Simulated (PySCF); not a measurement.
**Dipole response of Se²⁺ (selenium, charge +2)**

[Ar] 3d10 4s2 4p2, high-spin 3P determinant. Calculation: PySCF 2.14, in x2c-QZVPPall with one added diffuse shell each of s, p, d, f type (12s9p6d5f1g, 113 functions); the spin-free X2C one-electron Hamiltonian (Gaussian nucleus). Coupled (time-dependent) response in atomic units; α is the mean over directions.

```json
{"method": "HSE06", "mean α (bohr³)": "9.285", "α xx, yy, zz": "9.197, 9.329, 9.329", "C₆ (like pair)": "43.70", "S(−4)": "23.44"}
```

S(−4) is the Cauchy moment in α(ω) = α(0) + S(−4) ω² + …

Spin-orbit coupling is absent.

α(iu) at HSE06:

```csv
u (hartree),α(iu) (bohr³)
0,9.285
0.0500,9.227
0.100,9.057
0.200,8.441
0.300,7.596
0.500,5.805
0.750,4.055
1.00,2.920
1.50,1.719
2.00,1.159
3.00,0.6685
5.00,0.3404
```

For an ion, C₆ is the dispersion term alone; charge-induced terms of lower order in 1/R come first.

The components differ because the open shell of this determinant is not spherical; for a pure term their mean is the scalar polarisability.
